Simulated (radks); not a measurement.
Problem. All-electron calculation, scalar-relativistic Kohn-Sham, LDA (Slater exchange, Perdew-Wang correlation), spin-unpolarised, spherical densities, point nucleus. Program: a radial shooting solver on a logarithmic mesh with Libxc functionals. Each species is in its NIST ground configuration. Rank Sc, Zn, Co, V, Cr, Cu, Mn, Ti, Fe, Ni by radius at which the density is 0.001 e/bohr^3 (bohr), largest first.

Solution. Sc 4.95, Ti 4.83, V 4.72, Mn 4.53, Cr 4.48, Fe 4.45, Co 4.37, Ni 4.30, Zn 4.17, Cu 4.09.
